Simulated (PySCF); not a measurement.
Solvent effects on NMR parameters

Geometry:
```
atom   x (Å)   y (Å)   z (Å)
  C1  -2.887  -0.343   1.206
  C2  -2.322  -0.439   0.001
  C3  -1.206  -1.363  -0.335
  S4   0.268  -0.482  -0.906
  O5   1.258  -1.485  -1.284
  O6  -0.178   0.527  -1.866
  C7   0.860   0.388   0.568
  C8   1.921   1.355   0.170
  C9   3.207   1.221   0.492
 H10  -2.564  -0.969   2.044
 H11  -3.704   0.358   1.394
 H12  -2.661   0.202  -0.820
 H13  -1.427  -1.996  -1.210
 H14  -0.898  -2.013   0.497
 H15   1.228  -0.384   1.258
 H16  -0.026   0.888   0.991
 H17   1.589   2.198  -0.446
 H18   3.564   0.375   1.089
 H19   3.951   1.952   0.168
```

GIAO PBE0/pcSseg-1 in PySCF 2.14.0 with density-fitted response routines on one PBE0-D3(BJ)/def2-SVP conformer, non-relativistic, equivalent nuclei averaged. Solvents enter as an IEF-PCM continuum (chloroform with ε = 4.7, dichloromethane with ε = 8.9) around the gas-phase geometry. Shifts are referred to TMS, CS2 computed in the same medium.

Gas phase, δ in ppm: C2/C8 135.9, C1/C9 132.4, C3/C7 61.9, S4 306.7, H12/H17 6.26, H11/H19 5.77, H10/H18 5.64, H13/H14/H15/H16 3.35. Dipole moment 4.41 D.

Q: How does each δ change in the continuum?

A: 
```csv
atoms,environment,"Δδ, chloroform","Δδ, dichloromethane"
C2/C8,alkene CH,+0.1,+0.1
C1/C9,terminal =CH2 carbon,+2.6,+3.1
C3/C7,allylic sp3 CH2 bonded to S,+0.9,+1.1
S4,sulfone sulfur,+5.8,+7.0
H12/H17,hydrogen on an alkene CH,-0.01,-0.02
H11/H19,hydrogen on a terminal =CH2 carbon,+0.16,+0.19
H10/H18,hydrogen on a terminal =CH2 carbon,+0.20,+0.25
H13/H14/H15/H16,hydrogen on an allylic sp3 CH2 bonded to S,+0.26,+0.32
```

Changes are relative to the gas phase. The dipole moment becomes 5.44 D in chloroform, 5.67 D in dichloromethane.

Q: Which nuclei move most (in ppm), and what does the model miss?

A: S4 (sulfone sulfur, +7.0 ppm) in dichloromethane. A continuum only polarises the solute; specific hydrogen bonds, the anisotropy of aromatic solvents and changes of geometry or conformer are outside it.
